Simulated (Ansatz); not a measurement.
Consider the formal hydrolysis of the Sn–F bond: `[OH][Sn]([OH])([F])[Cl]` + H₂O → `[OH][Sn]([OH])([OH])[Cl]` + H–F.

Program: Ansatz. Geometries: PBE0-D4/def2-TZVP. ΔE: electronic, gas phase. CBS: MP2 limit from def2 TZ/QZ plus the TZ coupled-cluster correction, frozen cores. This one scheme is used for every species. Functionals use def2-TZVPP. B3LYP here is the variant with VWN-RPA as its local correlation; programs differ in this. Elements past krypton have def2 core potentials. For Sn outer-core shells are correlated without core-valence functions, which leaves a few kJ/mol of doubt a bond. One conformer a species, not always the lowest.

`[OH][Sn]([OH])([F])[Cl]`:

```xyz
7

O     0.817    1.131   -0.870
Sn   -0.367   -0.048    0.104
O     0.393   -1.819    0.124
F    -0.487    0.658    1.868
Cl   -2.496   -0.156   -0.703
H     0.789    2.038   -0.552
H     1.351   -1.803    0.029
```

H₂O:

Cartesian coordinates in Å:
```
O 0.208 -0.259 0.203
H 0.377 0.056 -0.687
H -0.585 0.203 0.484
```

`[OH][Sn]([OH])([OH])[Cl]`:

Cartesian coordinates in Å:
```
O 1.475 0.460 -0.988
Sn -0.157 0.181 0.024
O -0.662 -1.685 -0.122
O 0.060 0.516 1.915
Cl -1.737 1.632 -0.818
H 1.458 1.273 -1.501
H -0.367 -2.092 -0.941
H -0.070 -0.285 2.432
```

H–F:

Cartesian coordinates in Å:
```
F -0.367 0.059 0.271
H 0.367 -0.059 -0.271
```

| level | ΔE (kJ/mol) |
| --- | --- |
| PBE0-D4 | 26.4 |
| B3LYP | 32.1 |
| HF/def2-SVP | 35.7 |
| MP2/def2-TZVPP | 19.1 |

**Question.** What does CCSD(T)/CBS give? (Estimate.)

**Answer.** The calculation gave: +24.5 kJ/mol. The listed levels differ from it by 1.9, 7.6, 11.2, -5.4 kJ/mol.

Largest T1 diagnostic among the species: 0.014.

The D4 term adds −3.0 kJ/mol with B3LYP and −1.7 kJ/mol with PBE0; it sums over pairs of atoms, weighted by their polarisabilities, and B3LYP, whose exchange is more repulsive, gets the larger term. Leaving LDA and LC-ωPBE aside and taking each functional with its dispersion term where it has one, the values, not all of them listed here, spread over 10.6 kJ/mol, from PBE-QIDH to B97M-V. LDA lies −6.3 kJ/mol from PBE without D4. In def2-TZVPP, CCSD(T) changes the Hartree–Fock value by −11.4 kJ/mol (the triples alone add −1.4 kJ/mol) and MP2 by −14.4 kJ/mol.
